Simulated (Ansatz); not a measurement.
Born–Oppenheimer molecular dynamics of CH6BNOSi (11 atoms, charge 0, multiplicity 1). It starts from a relaxed structure.

Level of theory: Ansatz 0.2.0, RKS LDA/STO-3G.

```
ensemble        : NVT, Nosé–Hoover chain
time step       : 0.5 fs
steps asked     : 400
set temperature : 500 K
thermostat      : time constant 100 fs, chain length 5
seed            : 795146
```

First frame:

```xyz
11
Properties=species:S:1:pos:R:3
N -0.926 0.794 0.110
C -0.315 -0.357 0.872
Si 1.448 -0.049 0.387
B -0.088 -0.407 -0.692
O -0.661 -1.074 -1.754
H -1.975 0.739 0.027
H -0.641 1.789 0.351
H -0.903 -0.801 1.683
H 2.316 -1.119 0.831
H 1.952 1.254 0.801
H -0.142 -0.826 -2.597
```

**Question.** How far do the bonds stretch over the last three quarters of this one trajectory? (Pairs bonded in most of those frames.)

**Answer.** 
```csv
bond,mean (Å),spread (Å),shortest,longest
N1–C2,1.515,0.041,1.45,1.58
N1–B4,1.678,0.052,1.56,1.75
N1–H6,1.061,0.045,0.98,1.14
N1–H7,1.064,0.024,1.02,1.11
C2–Si3,1.856,0.033,1.79,1.91
C2–B4,1.585,0.034,1.51,1.65
C2–H8,1.102,0.033,1.05,1.16
Si3–B4,1.916,0.032,1.85,1.98
Si3–H9,1.451,0.007,1.43,1.47
Si3–H10,1.461,0.026,1.42,1.51
B4–O5,1.379,0.019,1.34,1.42
O5–H11,1.026,0.037,0.96,1.09
```

Mean temperature of the second half: 368 K. The conserved energy stayed within 0.65 meV per atom of its start (net change 0.4 meV per atom), so the integration is sound. The mean temperature of the second half is 26 % below the set value. A run of 0.2 ps of so small a system gives no equilibrium averages. Limits of this set-up: minimal basis.

Run time: 9.6 min on 1 thread of Intel(R) Xeon(R) Processor @ 2.70GHz, on a shared host, peak memory 0.1 GiB.
